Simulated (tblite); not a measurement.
Species: C3H5BrOSi.
Numbering: `[Br:1][C:2]1=[CH:3][CH2:4][SiH2:5][O:6]1` (hydrogens: H7 on C3; H8, H9 on C4; H10, H11 on Si5)

Computed with GFN2-xTB (tblite), gas phase: L-BFGS steps from a force-field or distance-geometry start until the largest atomic force falls under 0.01 eV/Å.

Step 0: E = -513.5372 eV
```
atom  x, y, z in Å  |  force x, y, z in eV/Å
Br1     3.1794   -0.8635   -0.0256   -0.111  -0.278  -0.090
C2      1.3501   -0.4572   -0.0465   -1.151   0.136   0.059
C3      0.8813    0.7559    0.2629   -0.314  -0.168  -0.215
C4     -0.6298    0.9145    0.1921    0.696  -0.777   0.539
Si5    -1.1119   -0.8579   -0.2971   -0.536  -0.666  -0.393
O6      0.4479   -1.4788   -0.3716    0.412   1.432   0.402
H7      1.5054    1.6008    0.5224    0.005  -0.278  -0.058
H8     -1.0299    1.1827    1.1824    0.173   0.213  -0.448
H9     -0.9175    1.6395   -0.5513   -0.017   0.401   0.030
H10    -1.9138   -1.5374    0.7516    0.430   0.096  -0.343
H11    -1.7557   -0.8960   -1.6453    0.413  -0.110   0.517
```

Step 1: E = -513.6134 eV
```
atom  x, y, z in Å  |  force x, y, z in eV/Å
Br1     3.1778   -0.8674   -0.0269   -0.244  -0.226  -0.090
C2      1.3337   -0.4553   -0.0457   -0.363   0.120   0.078
C3      0.8768    0.7535    0.2598   -0.077   0.276   0.000
C4     -0.6199    0.9034    0.1998    0.092  -0.304  -0.085
Si5    -1.1196   -0.8674   -0.3027   -0.231  -0.339  -0.185
O6      0.4538   -1.4583   -0.3658   -0.029   0.738   0.189
H7      1.5055    1.5968    0.5216   -0.040  -0.309  -0.075
H8     -1.0274    1.1857    1.1760    0.136   0.192  -0.239
H9     -0.9178    1.6452   -0.5509    0.130   0.007   0.350
H10    -1.9077   -1.5360    0.7467    0.323  -0.018  -0.221
H11    -1.7498   -0.8975   -1.6379    0.303  -0.136   0.278
```

Step 2: E = -513.6472 eV
```
atom  x, y, z in Å  |  force x, y, z in eV/Å
Br1     3.1715   -0.8739   -0.0294   -0.286  -0.196  -0.083
C2      1.3207   -0.4519   -0.0436    0.180   0.464   0.179
C3      0.8738    0.7596    0.2590   -0.036   0.002  -0.025
C4     -0.6151    0.8932    0.1997   -0.234  -0.029  -0.177
Si5    -1.1271   -0.8780   -0.3086    0.084   0.042   0.044
O6      0.4546   -1.4352   -0.3598   -0.354  -0.006  -0.029
H7      1.5045    1.5883    0.5196    0.101  -0.019   0.006
H8     -1.0235    1.1911    1.1686    0.094   0.127  -0.123
H9     -0.9147    1.6469   -0.5423    0.124  -0.071   0.303
H10    -1.8983   -1.5361    0.7401    0.178  -0.152  -0.049
H11    -1.7410   -0.9012   -1.6293    0.149  -0.161  -0.045
```

**Question.** Estimate the geometry and energy of step 3. (The exact step hangs on the optimiser's Hessian estimate; all steps are aligned on step 2, rigid shifts and turns removed.)

**Answer.** E = -513.6587 eV, largest force 0.381 eV/Å
```
atom  x, y, z in Å  |  force x, y, z in eV/Å
Br1     3.1651   -0.8791   -0.0315   -0.267  -0.180  -0.074
C2      1.3187   -0.4431   -0.0400    0.247  -0.053   0.029
C3      0.8719    0.7605    0.2580   -0.131   0.349   0.077
C4     -0.6167    0.8890    0.1978   -0.203   0.044  -0.102
Si5    -1.1284   -0.8809   -0.3099    0.115   0.130   0.083
O6      0.4497   -1.4277   -0.3582   -0.184  -0.059  -0.029
H7      1.5060    1.5857    0.5191    0.081   0.037   0.018
H8     -1.0207    1.1948    1.1641    0.059   0.095  -0.049
H9     -0.9120    1.6468   -0.5354    0.076  -0.013   0.172
H10    -1.8925   -1.5385    0.7372    0.115  -0.191   0.021
H11    -1.7358   -0.9049   -1.6272    0.092  -0.159  -0.146
```

The energy changes by -0.0115 eV. The first-order estimate −F·Δx gives -0.0164 eV and the mean of the old and new forces, exact on a quadratic surface, -0.0115 eV. The step makes an angle of 39° with the force vector and moves no atom by more than 0.010 Å.

The cost below is that of the whole relaxation. The run took 0.17 s on one thread, Arm Neoverse N1 (aarch64), on a shared host.
